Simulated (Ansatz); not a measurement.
The same substitution along the group B, Al, In.

Calculated with Ansatz (gas phase, PBE0-D4/def2-TZVP geometries, no zero-point term in ΔE). CCSD(T)/CBS is the MP2 limit (def2-TZVPP, def2-QZVPP) plus CCSD(T) − MP2 in def2-TZVPP, frozen cores. Functionals use def2-TZVPP. Elements past krypton have def2 core potentials. For I, In, Sn outer-core shells are correlated without core-valence functions, which leaves a few kJ/mol of doubt a bond. Each species was taken in one conformer, which may not be the lowest.

```
                                                     reaction  PBE-D4 (kJ/mol)
                 `FCBI` + `[OH][SnH3]` → `FC[O][SnH3]` + `BI`               41
`F[CH2][AlH][I]` + `[OH][SnH3]` → `FC[O][SnH3]` + `[AlH2][I]`               14
`F[CH2][InH][I]` + `[OH][SnH3]` → `FC[O][SnH3]` + `[InH2][I]`                3
```

Problem. Give the CCSD(T)/CBS values in the same order. (An estimate is asked.)

Solution. Computed: 38, 13, 5 kJ/mol.

Largest T1 diagnostic: 0.014, for `[OH][SnH3]`.
